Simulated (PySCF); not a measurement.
H9NSi3, SMILES [SiH3]N[SiH2][SiH3].

Coordinates come from a PBE0-D3(BJ)/def2-SVP optimisation. Other conformers were not sampled.

Level of theory: PySCF with SMD-M06-2X/def2-SVP.

Solvation free energies are E(SMD) − E(gas) at the gas-phase geometry, for 1 M in both phases. In vacuum the dipole moment is 1.08 D.

Task: Estimate the solvation free energies in water, acetonitrile, ethanol. (An estimate is asked for; the answer gives what the named calculation found.)

Result: 
| solvent | ΔG(solv) (kcal/mol) | its non-electrostatic (CDS) part | dipole (D) |
|---|---|---|---|
| water | 2.6 | 4.8 | 1.44 |
| acetonitrile | -1.4 | 0.7 | 1.43 |
| ethanol | -2.0 | 0.1 | 1.42 |
